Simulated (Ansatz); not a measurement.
System: C6H7 (charge 0, doublet). It need not be the lowest isomer of its formula. 
Coordinates optimised at B3LYP-D3(BJ)/def2-TZVP (Ansatz, a quantum-chemistry and plane-wave program):
SMILES: C1[C]=CCC=1C
```xyz
13

C      2.1098     0.1663     0.1495
C      0.6385    -0.0441     0.0385
C     -0.0288    -1.2090    -0.0887
C     -1.4444    -0.8903    -0.1581
C     -1.7100     0.4087    -0.0822
C     -0.3605     1.0905     0.0548
H      2.3698     0.6706     1.0852
H      2.6478    -0.7813     0.1165
H      2.4838     0.7961    -0.6634
H      0.4012    -2.1983    -0.1317
H     -2.6580     0.9211    -0.1072
H     -0.2932     1.6673     0.9842
H     -0.1791     1.7930    -0.7666
```
Charge 0, spin multiplicity 2.

Wanted: atomisation energy (electronic, to ground-state atoms), in kcal/mol. Valence correlation only, unless marked. Open shells are spin-unrestricted. Spin-orbit coupling is left out. Non-relativistic. The coupled-cluster limit lacks core correlation, which all-electron functionals hold. CBS(X,Y): correlation extrapolated as X^-3; Hartree-Fock from the larger set.

The UHF reference is spin-contaminated (<S^2> 0.49 over the pure value in the largest basis). 

```json
[
 {"level": "PBE-D4/def2-TZVPD", "program": "Ansatz + dftd4", "atomisation energy (kcal/mol)": "1402.9"},
 {"level": "revPBE/def2-TZVPD", "program": "Ansatz", "atomisation energy (kcal/mol)": "?"},
 {"level": "PBE0/6-31G*", "program": "Ansatz", "atomisation energy (kcal/mol)": "?"},
 {"level": "PBE0-D4/def2-TZVPD", "program": "Ansatz + dftd4", "atomisation energy (kcal/mol)": "1378.9"},
 {"level": "PBE0/def2-TZVP", "program": "Ansatz", "atomisation energy (kcal/mol)": "1373.0"},
 {"level": "PBE0/def2-QZVPP", "program": "Ansatz", "atomisation energy (kcal/mol)": "?"},
 {"level": "r2SCAN0-D4/def2-TZVPD", "program": "Ansatz + dftd4", "atomisation energy (kcal/mol)": "1349.3"},
 {"level": "LC-wPBE-D4/def2-TZVPD", "program": "Ansatz + dftd4", "atomisation energy (kcal/mol)": "1369.8"},
 {"level": "LC-wPBE/def2-TZVPD", "program": "Ansatz", "atomisation energy (kcal/mol)": "1362.4"},
 {"level": "RPA@PBE/cc-pVTZ", "program": "Ansatz", "atomisation energy (kcal/mol)": "1255.2"},
 {"level": "SCS-MP2/cc-pVDZ", "program": "Ansatz", "atomisation energy (kcal/mol)": "1251.4"},
 {"level": "SCS-MP2/cc-pVTZ", "program": "Ansatz", "atomisation energy (kcal/mol)": "1316.6"},
 {"level": "SCS-MP2/cc-pVQZ", "program": "Ansatz", "atomisation energy (kcal/mol)": "1337.7"},
 {"level": "CCSD(T)/CBS(cc-pVTZ,cc-pVQZ)", "program": "Ansatz", "atomisation energy (kcal/mol)": "1351.3"}
]
```

**Question.** Complete the blanks.

**Answer.** 
- revPBE/def2-TZVPD, atomisation energy (kcal/mol): 1346.4
- PBE0/6-31G*, atomisation energy (kcal/mol): 1375.4
- PBE0/def2-QZVPP, atomisation energy (kcal/mol): 1374.3
